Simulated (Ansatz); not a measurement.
Relaxation of CH₅BCl₂O (10 atoms, charge 0, multiplicity 1), to a largest force component of 0.03 eV/Å in at most 50 steps.

Computed with UKS revPBE-D4/6-31G* (Ansatz 0.2.0).

```xyz
10
Properties=species:S:1:pos:R:3:forces:R:3
B -0.824 0.812 -0.345 2.04 -0.26 0.98
H -1.805 -0.852 1.178 -2.30 -0.41 -0.45
Cl -1.249 -0.075 -1.817 0.00 0.01 -0.06
Cl -1.890 2.068 0.279 0.01 0.00 0.02
H -1.141 -0.797 1.368 1.99 0.02 0.75
O 0.384 0.570 0.369 -1.65 0.68 -1.28
C 1.422 -0.274 -0.167 -0.03 -0.03 0.03
H 2.082 -0.534 0.674 -0.01 0.00 0.04
H 1.014 -1.193 -0.616 -0.02 -0.03 -0.01
H 2.007 0.275 -0.924 -0.04 0.02 -0.03
```

Where does it end, and by what steps?

It converged. The force dipped under the threshold on the way, but the program's further checks kept it going. After 39 steps the energy has fallen by 0.329 eV; Cl3 moved furthest, 1.45 Å.

| step | energy less start (eV) | largest force component (eV/Å) | accepted |
| --- | --- | --- | --- |
| 0 | 0.0000 | 2.300 | yes |
| 2 | -0.2596 | 0.569 | yes |
| 4 | -0.2887 | 0.418 | no |
| 6 | -0.3117 | 0.061 | yes |
| 8 | -0.3147 | 0.181 | yes |
| 10 | -0.3164 | 0.088 | yes |
| 12 | -0.3190 | 0.160 | yes |
| 14 | -0.3208 | 0.078 | yes |
| 16 | -0.3065 | 0.317 | no |
| 18 | -0.3236 | 0.072 | yes |
| 20 | -0.3244 | 0.067 | yes |
| 22 | -0.3248 | 0.083 | yes |
| 24 | -0.3255 | 0.042 | yes |
| 26 | -0.3260 | 0.044 | yes |
| 28 | -0.3266 | 0.091 | yes |
| 30 | -0.3272 | 0.038 | yes |
| 32 | -0.3271 | 0.125 | no |
| 34 | -0.3280 | 0.072 | yes |
| 36 | -0.3284 | 0.045 | no |
| 38 | -0.3287 | 0.002 | yes |
| 39 | -0.3290 | 0.026 | yes |

```xyz
10
Properties=species:S:1:pos:R:3
B -0.668 1.135 -0.728
H -1.490 -1.630 2.345
Cl -0.466 0.950 -2.489
Cl -1.963 2.165 -0.098
H -1.222 -1.044 1.964
O 0.128 0.510 0.168
C 1.215 -0.357 -0.227
H 1.707 -0.681 0.702
H 0.828 -1.233 -0.774
H 1.932 0.186 -0.865
```

Whether the end is a true minimum wasn't checked by a vibrational analysis.

Time of the run: 79 s on 2 threads of AMD EPYC 9R14 (Zen 4) (shared host), peak memory 0.19 GiB.
